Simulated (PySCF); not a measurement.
# C₆ coefficients of unlike pairs at wB97X

Calculated with PySCF 2.14 from the dipole response of each species, C₆(A,B) = (3/π) ∫ α_A(iu) α_B(iu) du, in atomic units, from isotropic polarisabilities. For ions this is the dispersion term alone; charge-induced terms of lower order in 1/R come first.

| species | configuration | basis | relativity | α (bohr³) | C₆ (like pair) |
| --- | --- | --- | --- | --- | --- |
| Ar⁺ | [Ne] 3s2 3p5 (2P) | aug-cc-pVTZ-DK (6s5p3d2f) | spin-free X2C | 6.886 | 31.27 |
| Ne³⁺ | [He] 2s2 2p3 (4S) | dyall-av2z (11s7p2d) | none | 0.6955 | 0.6132 |
| As | [Ar] 3d10 4s2 4p3 (4S) | aug-cc-pVQZ-PP with ECP10MDF (7s6p5d3f2g) | core potential | 30.86 | 258.9 |
| N | [He] 2s2 2p3 (4S) | aug-cc-pCVQZ-DK (9s8p6d4f2g) | spin-free X2C | 7.716 | 26.14 |

(1) Estimate C₆ for N with Ne³⁺.

No spin-orbit coupling is included.

The other pairs:

| pair | C₆ |
| --- | --- |
| N, Ar⁺ | 28.21 |
| N, As | 80.14 |
| As, Ne³⁺ | 9.784 |
| Ne³⁺, Ar⁺ | 4.064 |
| As, Ar⁺ | 83.34 |

Answers

(1) The integral gives 3.522. The combination rule 2 C_A C_B / (C_A α_B/α_A + C_B α_A/α_B) gives 3.500 and the geometric mean 4.004.
